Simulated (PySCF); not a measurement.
FH2O3Ta, SMILES [O]=[Ta]([OH])([OH])[F], multiplicity 1.

Geometry optimised at B3LYP-D3(BJ)/def2-SVP. The spin state was assumed, not searched. The structure was generated by enumeration; whether it is a known compound was not checked. The def2 effective core potentials stand for the cores of Ta; spin–orbit coupling is left out. Other conformers were not sampled.

Two levels are set side by side: PBE/def2-TZVP (PySCF) and HF/def2-TZVP (PySCF). Same geometry, gas phase. Differences are taken from unrounded values.

```
quantity                         HF    PBE  PBE minus HF
---------------------------  ------  -----  ------------
orbital gap (eV)              15.10   6.34         -8.77
highest occupied level (eV)  -13.29  -7.86          5.43
lowest empty level (eV)        1.81  -1.53         -3.34
dipole moment (D)              2.69   2.40         -0.29
mean polarisability (bohr³)    38.2   46.7           8.6
```

Without exact exchange PBE keeps part of each electron's self-repulsion, which lifts occupied levels and narrows the gap. PBE's more diffuse valence density responds more strongly to a field. Differences between two approximate levels are no errors against the true value.

Rough cost on one machine, each run with all the roots and properties that it gave: HF against PBE about 1/3.
